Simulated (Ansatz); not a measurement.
`C#C[SiH2]CO` → `[SiH3]C1=CCO1`  (isomerisation)

Program: Ansatz. Geometries: PBE0-D4/def2-TZVP. ΔE: electronic, gas phase. CCSD(T)/CBS is the MP2 limit (def2-TZVPP, def2-QZVPP) plus CCSD(T) − MP2 in def2-TZVPP, frozen cores. DFT in def2-TZVPP. One conformer a species, not always the lowest.

| level | ΔE (kJ/mol) |
| --- | --- |
| ωB97M-V | 33.3 |
| CCSD/def2-TZVPP | 42.2 |
| SCS-MP2/def2-QZVPP | 48.0 |
| HF/CBS(def2) | 54.6 |

What does CCSD(T)/CBS give? (Estimate.)

The calculation gave: +43.0 kJ/mol. The listed levels differ from it by -9.7, -0.8, 5.0, 11.6 kJ/mol.

Largest T1 diagnostic among the species: 0.014.

In def2-TZVPP, CCSD(T) changes the Hartree–Fock value by −15.5 kJ/mol (the triples alone add −3.2 kJ/mol) and MP2 by −9.8 kJ/mol.
